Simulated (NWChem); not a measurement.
C₃H₉NSi; SMILES C/N=C/C[SiH3]

```xyz
14

C      0.4965    -2.6161     0.0000
N      0.3259    -1.1755     0.0000
C     -0.8514    -0.6993     0.0000
C     -1.0971     0.7834     0.0000
Si     0.5091     1.8066     0.0000
H     -0.4530    -3.1769     0.0000
H      1.0797    -2.9089    -0.8812
H      1.0797    -2.9089     0.8812
H     -1.7394    -1.3568     0.0000
H     -1.7109     1.0540    -0.8724
H     -1.7109     1.0540     0.8724
H      1.3218     1.5621     1.2181
H      0.1144     3.2470     0.0000
H      1.3218     1.5621    -1.2181
```
Atoms are numbered in this order, from 1.

STO-3G and 3-21G are far too small for this property and stand as cheap habits. Coordinates come from a B3LYP/6-31G* (spherical d) optimisation.

Symmetry labels are those of Cs in the frame above (b1 and b2, or b-type labels, depend on it).

**Question.** List the 4 lowest vertical singlet excitations from PBE/3-21G, TDA (NWChem).

**Answer.** 
```tsv
state	energy (eV)	oscillator strength	symmetry	leading excitation (squared amplitude)
S1	5.20	0.005	a"	HOMO → LUMO (0.99)
S2	6.70	0.050	a'	HOMO → LUMO+1 (0.97)
S3	6.86	0.003	a"	HOMO−2 → LUMO (0.99)
S4	7.10	0.000	a"	HOMO−3 → LUMO (0.99)
```
